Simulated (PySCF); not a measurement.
Compound: V(NH2)F3 (doublet state).
Bonds: V1–N2, V1–F5, V1–F6, V1–F7. Hydrogens: H3, H4 on N2.

Computed with PBE0-D3(BJ)/def2-SVP geometry optimisation, gas phase (PySCF 2.14.0).

Task: Give the optimised bond lengths and angles.

Result: 
```json
{"bond": "V1–N2", "length (bohr)": "3.372"}
{"bond": "V1–F5, V1–F6, V1–F7", "length (bohr)": "3.251"}
{"bond": "N2–H3", "length (bohr)": "1.925"}
{"bond": "N2–H4", "length (bohr)": "1.925"}
```

Bonds in one row agree within 0.02 bohr and their mean is given. A selection of angles:
```json
{"angle": "N2–V1–F5", "degrees": "103.2"}
{"angle": "N2–V1–F6", "degrees": "107.2"}
{"angle": "F5–V1–F6", "degrees": "109.8"}
{"angle": "F6–V1–F7", "degrees": "118.1"}
{"angle": "V1–N2–H3", "degrees": "122.4"}
{"angle": "V1–N2–H4", "degrees": "125.3"}
{"angle": "H3–N2–H4", "degrees": "112.3"}
```

N2 (nitrogen bonded to V and 2 H) is planar (angles 125.3°, 122.4° and 112.3°, sum 360.0°, 0.00 Å off the plane of its three neighbours). V1 (vanadium bonded to 3 F and N) is distorted tetrahedral (angles from 103.2° to 118.1°).

Point group: Cs (every atom within 0.08 Å of its image). PBE0-D3(BJ)/def2-SVP frequencies: not computed here. ⟨S²⟩ = 0.763 (exact for a doublet: 0.75).

Hardware: one thread of an Arm Neoverse N1 (shared host). Cost: 98 s of wall time. These figures are those of the optimisation.

For an open-shell metal species like this, the optimisation's SCF solution wasn't tested for stability and no frequencies at its level were run, so a lower state or another shape may exist.
